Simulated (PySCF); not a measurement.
# Computed records: GeH5NOSi, Ge2H4O2, GeH5O2Si, GeH2O

Calculation on a computer-drawn molecule: the log of a Hartree-Fock and frozen-core CCSD(T) single point meant for a local Hartree-Fock minimum, with one planted fault or none, to be diagnosed. Offsets are logged minus clean, where the clean run is the same molecule without the fault. The reference is restricted for singlets and unrestricted otherwise, and also for a bond in bohr or an excited solution. Adding or removing an electron swaps singlet and doublet. The excited solution moves the top pair (singlet) or top alpha electron (doublet) to the lowest empty orbital. Highest occupied and lowest empty are orbital energies over both spins, largest force is the largest gradient component, triples share is (T) over the correlation energy, the T1 limit is 0.02 restricted and 0.045 unrestricted, electrons count all cores, a negative frequency is imaginary (commonest isotopes), and the dipole is about the centre of nuclear charge; on germanium a core potential holds 10 electrons, which the energies leave out, and 3d is frozen in MP2 and coupled-cluster steps. Program: PySCF 2.14.0.

Common to all runs: meant charge 0; meant basis and core potential on germanium cc-pVDZ-PP ECP10MDF; logged SCF converged yes; possible faults no fault, one electron removed, one electron added, multiplicity raised by two, geometry at a saddle point, SCF held on an excited solution, minimal basis STO-3G, one bond length entered in bohr, all coordinates scaled.

(1) GeH5NOSi

Logged structure:
```xyz
9
GeH5NOSi
O     -1.3426     1.7361     1.4588
Ge    -1.2946     0.7156     0.0029
N     -1.2935    -1.0240     0.5979
Si    -0.0101    -2.0227     1.1529
H     -1.1991     2.6603     1.3142
H     -0.0193     0.9950    -0.7831
H     -2.5614     0.9561    -0.8208
H     -2.2159    -1.4123     0.7045
H      1.1126    -1.0462     0.8309
```

```
meant multiplicity                   : 1
meant basis                          : cc-pV(D+d)Z
logged electrons                     : 67
logged basis functions               : 99
logged spin squared                  : 0.7721
logged highest occupied              : 0.15727 eV
logged lowest empty                  : 7.8168 eV
logged largest force                 : 0.053575 hartree/bohr
logged T1 diagnostic                 : 0.017467
logged D1 diagnostic                 : 0.06849
logged triples share                 : 0.026047
logged CC converged                  : yes
logged dipole magnitude              : 11.249 debye
logged SCF stable within its kind    : yes
logged energy HF                     : -714.51699 hartree
logged energy CCSD(T)                : -715.12314 hartree
planted fault                        : one electron added
HF energy offset from clean run      : 22.15 kcal/mol
CCSD(T) energy offset from clean run : 18.26 kcal/mol
```

Drawn bonds:
```
atom  other atom  order
   1           2      1
   2           3      1
   3           4      1
   1           5      1
   2           6      1
   2           7      1
   3           8      1
   4           9      1
```

Notes: highest electron not bound in this basis.

(2) Ge2H4O2

Logged structure:
```xyz
8
Ge2H4O2
O      1.4860     1.7284    -1.7790
Ge     1.8949     0.0050    -1.7725
O      0.8280    -0.8296    -2.9091
Ge    -0.7869    -1.5815    -2.9121
H      1.6148     2.1674    -2.6077
H      1.6341    -0.4630    -0.3497
H      3.3196    -0.2093    -2.2721
H     -1.0489    -1.4895    -1.3305
```

```
meant multiplicity                : 1
meant basis                       : cc-pVDZ
logged electrons                  : 84
logged basis functions            : 94
logged spin squared               : 0
logged highest occupied           : -5.5903 eV
logged lowest empty               : -3.1825 eV
logged largest force              : 0.056966 hartree/bohr
logged CC converged               : no
logged dipole magnitude           : 0.94643 debye
logged SCF stable within its kind : no
logged energy HF                  : -738.56692 hartree
planted fault                     : SCF held on an excited solution
HF energy offset from clean run   : 179.7 kcal/mol
```

Drawn bonds:
```
atom  other atom  order
   1           2      1
   2           3      1
   3           4      1
   1           5      1
   2           6      1
   2           7      1
   4           8      1
```

Notes: CCSD not converged.

(3) GeH5O2Si

Logged structure:
```xyz
9
GeH5O2Si
O     -0.6590    -1.2184     2.6306
Ge     0.5268     0.0902     2.3511
O      1.6981    -0.4539     1.1095
Si     1.8505    -0.8531    -0.4954
H     -0.2942    -2.0470     2.9440
H      1.3612     0.3717     3.6138
H     -0.2912     1.2757     1.8159
H      0.7906    -0.1684    -1.3156
H      1.7390    -2.3401    -0.6820
```

```
meant multiplicity                   : 2
meant basis                          : cc-pV(D+d)Z
logged electrons                     : 67
logged basis functions               : 99
logged spin squared                  : 0.7531
logged highest occupied              : -8.8056 eV
logged lowest empty                  : 1.8445 eV
logged largest force                 : 0.011606 hartree/bohr
logged T1 diagnostic                 : 0.015247
logged D1 diagnostic                 : 0.054219
logged triples share                 : 0.023019
logged CC converged                  : yes
logged dipole magnitude              : 1.1859 debye
logged SCF stable within its kind    : yes
logged energy HF                     : -734.99311 hartree
logged energy CCSD(T)                : -735.59821 hartree
planted fault                        : all coordinates scaled, by +1.2 %
HF energy offset from clean run      : 0.8481 kcal/mol
CCSD(T) energy offset from clean run : -0.9209 kcal/mol
```

Drawn bonds:
```
atom  other atom  order
   1           2      1
   2           3      1
   3           4      1
   1           5      1
   2           6      1
   2           7      1
   4           8      1
   4           9      1
```

(4) GeH2O

Logged structure:
```xyz
4
GeH2O
O     -0.8598     2.1143     0.9308
Ge     0.5016     3.2637     0.9652
H     -0.7904     1.3335     1.4616
H      1.4175     2.4410     1.9942
```

```
meant multiplicity                   : 1
meant basis                          : cc-pVDZ
logged electrons                     : 42
logged basis functions               : 47
logged spin squared                  : 2.0128
logged highest occupied              : -7.4338 eV
logged lowest empty                  : -0.51644 eV
logged largest force                 : 0.027937 hartree/bohr
logged T1 diagnostic                 : 0.019641
logged D1 diagnostic                 : 0.058036
logged triples share                 : 0.022106
logged CC converged                  : yes
logged dipole magnitude              : 1.5171 debye
logged SCF stable within its kind    : yes
logged energy HF                     : -369.33468 hartree
logged energy CCSD(T)                : -369.61148 hartree
planted fault                        : multiplicity raised by two
HF energy offset from clean run      : 41.84 kcal/mol
CCSD(T) energy offset from clean run : 56.21 kcal/mol
```

Drawn bonds:
```
atom  other atom  order
   1           2      1
   1           3      1
   2           4      1
```
